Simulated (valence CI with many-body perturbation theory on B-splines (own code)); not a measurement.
**E1 line list for Cl4+**

Calculated by configuration interaction combined with many-body perturbation theory (CI+MBPT): three valence electrons over a frozen Dirac-Fock core [Ne], a basis of 11 s, 11 p, 10 d, 8 f, 5 g, 2 h functions for each j, with the one-electron correlation potential Σ1 (screened to all orders), the two-electron term Σ2, the three-electron term Σ3, Breit, model QED; selected single and double excitations, second order for the rest, scaled by the run's own slope (own B-spline code, finite nucleus).

No measured spectrum was set against this ion. As an estimate, levels hold to about 100 cm⁻¹ or 0.05 % of their energy and the worst to 300 or 400 cm⁻¹, as in measured light ions of charge 2 to 7.

Lines 1 to 50 of 567 in falling wavelength, among levels below 60.509 eV, chosen from the strongest by gf and those to the six lowest levels. Wavelengths and rates use the calculated energies, so an error of 100 cm⁻¹ moves a line at 19590 Å by 2 % and its rate by three times that or more. Electric multipoles are in the length gauge, E1 and E2 with the static RPA response of the core. Weak lines are less certain than strong ones. Lines between different terms over intervals too small for the method are left out, as are lines whose strength nearly cancels. Where a level lies close to another of its J and parity, the split of strength between their lines is uncertain. The highest levels of a list are the least certain.

Names give the largest LS component (configuration and term), which can be under half, so a name can repeat, a term be missing and a line seem to break the LS rules; names also repeat where a configuration has a term twice. Letters in brackets count levels of one name in rising energy.

```tsv
λ vac (Å)	Upper	Lower	A (s⁻¹)	log gf	Branch %
19590	3s2 7p 2P°_1/2	3s2 7s 2S_1/2	1.07e+07	0.09	0.9
19280	3s2 7p 2P°_3/2	3s2 7s 2S_1/2	1.12e+07	0.40	1.0
18500	3s2 6f 2F°_5/2	3s2 6d 2D_5/2	7.20e+05	-0.65	0.0
18500	3s2 6f 2F°_5/2	3s2 6d 2D_3/2	1.01e+07	0.49	0.2
18480	3s2 6f 2F°_7/2	3s2 6d 2D_5/2	1.08e+07	0.65	0.2
12230	3s2 7d 2D_5/2	3s2 7p 2P°_3/2	5.14e+07	0.84	4.5
12220	3s2 7d 2D_3/2	3s2 7p 2P°_3/2	8.51e+06	-0.12	0.7
12100	3s2 7d 2D_3/2	3s2 7p 2P°_1/2	4.33e+07	0.58	3.6
10010	3s2 6p 2P°_1/2	3s2 6s 2S_1/2	3.64e+07	0.04	3.1
9912	3s2 6p 2P°_3/2	3s2 6s 2S_1/2	3.73e+07	0.34	3.2
9812	3s 3p 4p 2D_3/2 [b]	3s2 5f 2F°_5/2	3.52e+06	-0.69	0.0
9552	3s 3p 4p 2D_5/2 [b]	3s2 5f 2F°_7/2	4.05e+06	-0.48	0.0
8232	3s2 5f 2F°_5/2	3s2 5d 2D_5/2	3.29e+06	-0.70	0.0
8226	3s2 5f 2F°_7/2	3s2 5d 2D_5/2	4.95e+07	0.60	0.6
8199	3s2 5f 2F°_5/2	3s2 5d 2D_3/2	4.64e+07	0.45	0.5
7503	3s2 6d 2D_3/2	3s2 6p 2P°_3/2	1.89e+07	-0.20	0.9
7502	3s2 6d 2D_5/2	3s2 6p 2P°_3/2	1.13e+08	0.76	5.5
7449	3s2 6d 2D_3/2	3s2 6p 2P°_1/2	9.61e+07	0.50	4.8
6930	3s2 7p 2P°_1/2	3s2 6d 2D_3/2	1.16e+08	0.22	9.6
6892	3s2 7p 2P°_3/2	3s2 6d 2D_5/2	1.06e+08	0.48	9.2
6891	3s2 7p 2P°_3/2	3s2 6d 2D_3/2	1.18e+07	-0.48	1.0
6884	3s2 5d 2D_5/2	3s 3p 4s 2P°_3/2 [b]	8.30e+06	-0.45	0.3
6056	3s2 5p 2P°_1/2	3s2 5s 2S_1/2	6.17e+07	-0.17	1.2
5966	3s2 5p 2P°_3/2	3s2 5s 2S_1/2	6.44e+07	0.14	1.3
5789	3s2 7d 2D_5/2	3s2 6f 2F°_7/2	4.90e+07	0.17	4.3
5785	3s2 7d 2D_3/2	3s2 6f 2F°_5/2	5.10e+07	0.01	4.2
4970	3s 3p 4f 4G_9/2	3s 3p 4d 4F°_7/2	4.70e+07	0.24	0.3
4966	3s 3p 4f 4G_7/2	3s 3p 4d 4F°_5/2	4.64e+07	0.14	0.3
4957	3s 3p 4f 4G_5/2	3s 3p 4d 4F°_3/2	5.00e+07	0.04	0.3
4921	3s 3p 4f 4G_11/2	3s 3p 4d 4F°_9/2	6.93e+07	0.48	0.4
4799	3s 3p 4f 4F_9/2	3s 3p 4d 4F°_9/2	1.15e+07	-0.40	0.1
4749	3s 3p 4f 4F_7/2	3s 3p 4d 4F°_7/2	1.33e+07	-0.44	0.1
4742	3s 3p 4f 4D_5/2	3s 3p 4d 4P°_3/2	4.65e+07	-0.03	0.3
4739	3s 3p 4f 4D_3/2	3s 3p 4d 4P°_1/2	2.82e+07	-0.42	0.2
4736	3s 3p 4f 4D_7/2	3s 3p 4d 4P°_5/2	6.67e+07	0.25	0.5
4705	3s 3p 4f 4D_1/2	3s 3p 4d 4P°_1/2	6.06e+07	-0.40	0.4
4698	3s 3p 4f 4F_5/2	3s 3p 4d 4F°_5/2	1.20e+07	-0.62	0.1
4683	3s 3p 4f 4D_3/2	3s 3p 4d 4P°_3/2	4.01e+07	-0.28	0.3
4683	3s 3p 4f 4F_9/2	3s 3p 4d 4F°_7/2	1.52e+07	-0.30	0.1
4650	3s 3p 4f 4D_5/2	3s 3p 4d 4P°_5/2	2.40e+07	-0.33	0.2
4414	3s2 7s 2S_1/2	3s2 6p 2P°_3/2	2.29e+08	0.13	9.4
4396	3s2 7s 2S_1/2	3s2 6p 2P°_1/2	1.14e+08	-0.18	4.7
4390	3s 3p 4f 4G_7/2	3s 3p 4d 4D°_5/2	1.66e+07	-0.41	0.1
4368	3s 3p 4f 4G_9/2	3s 3p 4d 4D°_7/2	2.57e+07	-0.13	0.2
4257	3s2 6f 2F°_7/2	3s 3p 4p 2D_5/2 [b]	4.05e+07	-0.06	0.8
4207	3s2 6f 2F°_5/2	3s 3p 4p 2D_3/2 [b]	3.38e+07	-0.27	0.7
4198	3s2 5d 2D_3/2	3s2 5p 2P°_3/2	4.22e+07	-0.35	1.5
4190	3s2 5d 2D_5/2	3s2 5p 2P°_3/2	2.55e+08	0.60	8.8
4175	3s 3p 4f 4F_3/2	3s 3p 4d 4D°_1/2	6.35e+07	-0.18	0.3
4161	3s 3p 4f 4F_5/2	3s 3p 4d 4D°_3/2	6.38e+07	0.00	0.3
```
